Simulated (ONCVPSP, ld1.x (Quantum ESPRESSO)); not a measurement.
Hardness and transferability of assorted potentials

Generated with ld1.x 7.5 (TM, RRKJ, ultrasoft, PAW), atompaw 4.2 or ONCVPSP 4.0.1. The cutoff is in Ry: for ld1.x and atompaw files where the sum of valence levels is converged to 10 mRy in a Bessel basis, for ONCV files where the hardest occupied wave has 1 mHa per electron of residual kinetic energy. The error is the largest all-electron minus pseudo excitation energy over each file’s own four to seven test configurations (ionisations up to +4, promotions, holes and added fractions of an electron), all of which were solved. The labels leave out finer settings (local radius, basis sizes, second energies), which also bear on the numbers. Spin-polarised tests are not counted. The rows are a selection from randomly drawn settings: files with unsolved tests, undetermined cutoffs or missed reference levels are left out.

A true bound ghost makes a file unfit for plane-wave use even where its test errors are small: the radial tests pick states by their node count and pass the ghost by.

| element | potential | cutoff (Ry) | largest error (meV) | bound ghosts |
| --- | --- | --- | --- | --- |
| S | ONCV, LDA (Perdew-Wang 92), scalar-relativistic, rc 0.70/0.85/0.65 (spd), local smoothed, core correction no, reference 2s2 2p6 3s2 3p2, qcut 13.2/17.8/17, projectors 2/2/2 | 239 | +5.9 | none |
| Sc | ONCV, Wu-Cohen, scalar-relativistic, rc 1.60/1.85/2.10 (spd), local smoothed, core correction yes, reference 3s2 3p6 3d1 4s1.75, qcut 5.5/8.4/9, projectors 2/2/2 | 49 | -2.3 | none |
| Ge | ONCV, revPBE, scalar-relativistic, rc 1.50/2.40/2.30 (spd), local smoothed, core correction yes, reference 4s1.75 4p2.25, qcut 4.6/4.1/4.4, projectors 2/3/1 | 17 | -45 | s |
| Ge | ONCV, Wu-Cohen, scalar-relativistic, rc 1.45/1.95/0.95/1.80 (spdf), local smoothed, core correction no, reference 3d10 4s2 4p2, qcut 6.6/3.8/20.1/5.5, projectors 2/3/2/2 | 285 | -449 | s, p |
| Rh | ONCV, LDA (Perdew-Wang 92), scalar-relativistic, rc 1.75/1.70/1.40 (spd), local smoothed, core correction yes, reference 4s2 4p6 4d7 5s2, qcut 5.5/9.5/7.2, projectors 3/2/2 | 56 | -12 | none |
| Ir | ONCV, PBE, scalar-relativistic, rc 1.40/1.50/1.75 (spd), local smoothed, core correction no, reference 5s2 5p6 5d7 6s2, qcut 6.9/11.3/9.8, projectors 2/2/2 | 73 | -11 | none |

(1) Fill in the row for Se: ONCV, LDA (Perdew-Zunger), scalar-relativistic, rc 1.05/0.95/0.90 (spd), local smoothed, core correction yes, reference 3s2 3p6 3d10 4s2 4p4, qcut 10.3/15.7/20, projectors 2/2/3.

(2) Fill in the row for N: PAW, BLYP, scalar-relativistic, rc 1.10/1.65/1.60 (spd), local smoothed, core correction yes, reference 2s2 2p2.

(3) Fill in the row for As: ONCV, PBEsol, scalar-relativistic, rc 1.75/1.50/1.25/1.85 (spdf), local smoothed, core correction yes, reference 3d10 4s2 4p3, qcut 4.6/6.1/10.7/5.7, projectors 2/2/2/2.

Answers

(1) cutoff 292 Ry, largest error -6.1 meV, bound ghosts: none.

(2) cutoff 25 Ry, largest error -23 meV, bound ghosts: none.

(3) cutoff 112 Ry, largest error +107 meV, bound ghosts: none.
